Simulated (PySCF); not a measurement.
C₈H₁₁BO.
SMILES with atom numbers: `[CH2:1]=[CH:2][CH2:3][B:4]([CH3:5])[c:6]1[cH:7][cH:8][cH:9][o:10]1`

Structure used (PBE0-D3(BJ)/def2-SVP), in Å, numbered top down from 1:
```xyz
21
C8H11BO angstrom
C      2.369    1.452    0.102
C      2.333    0.159   -0.235
C      1.320   -0.474   -1.147
B      0.187   -0.928   -0.137
C      0.308   -2.285    0.649
C     -1.018    0.002    0.089
C     -2.095   -0.044    0.953
C     -2.885    1.111    0.720
C     -2.240    1.791   -0.279
O     -1.137    1.148   -0.659
H      3.114    1.837    0.803
H      1.652    2.168   -0.315
H      3.059   -0.521    0.229
H      1.767   -1.327   -1.680
H      0.947    0.258   -1.878
H     -0.369   -2.394    1.509
H      1.340   -2.470    0.987
H      0.076   -3.102   -0.059
H     -2.284   -0.832    1.680
H     -3.806    1.407    1.217
H     -2.460    2.724   -0.793
```

NICS = −σ at a ghost point: NICS(0) at the centroid of the ring atoms, NICS(1) 1 Å to either side along the normal of their mean plane, zz for the tensor component along that normal. Level: GIAO CAM-B3LYP/pcSseg-1 (PySCF, non-relativistic, gas phase) on the PBE0-D3(BJ)/def2-SVP geometry, one conformer.

Ring bond lengths (Å): C6–C7 1.381, C7–C8 1.419, C8–C9 1.370, C9–O10 1.332, O10–C6 1.374.

Task: What do the NICS probes read (ppm)?

Result: 
```csv
ring,type,NICS(0),"NICS(1), two faces","NICS(1)zz, two faces",rms pucker (Å),"centre to ring atoms, mean (Å)"
C6–C7–C8–C9–O10,5-membered ring with O; formal bonds all aromatic,-10.5,-10.3 / -10.4,-26.4 / -26.2,0.00,1.17
```

Task: What can be read from them?

Result: 
- C6–C7–C8–C9–O10: mean NICS(1)zz -26.3 ppm, shielded. The ring is flat and has no four-coordinate atom; by the NICS criterion it is aromatic.

Task: How equal are the bonds by HOMA? HOMA = 1 − mean of α(R − Ropt)² over the ring bonds, with Krygowski's 1993 parameters (CC: Ropt 1.388 Å, α 257.7 Å⁻²; CO: Ropt 1.265 Å, α 157.38 Å⁻²).

Result: 
- C6–C7–C8–C9–O10: HOMA 0.42; the largest term is that of O10–C6, α(R − Ropt)² = 1.86.

Task: List the ring angles.

Result: 
- C6–C7–C8–C9–O10: C6 107.5°, C7 107.7°, C8 105.2°, C9 111.0°, O10 108.6°; sum 540.0° against 540° for a flat convex ring.

Task: How do the values depend on the level or the medium?

Result: 
```
                  level  NICS(0), C6–C7–C8–C9–O10  mean NICS(1)zz, C6–C7–C8–C9–O10
CAM-B3LYP/pcSseg-1, gas                     -10.5                            -26.3
     PBE0/pcSseg-1, gas                     -10.8                            -26.6
```

The geometry is the same throughout.

Time: 62 s; peak memory 1.2 GiB. Hardware: Arm Neoverse V2, one thread, shared host with 96 logical CPUs at a one-minute load of 72. This is the whole shielding run at CAM-B3LYP/pcSseg-1, SCF included.
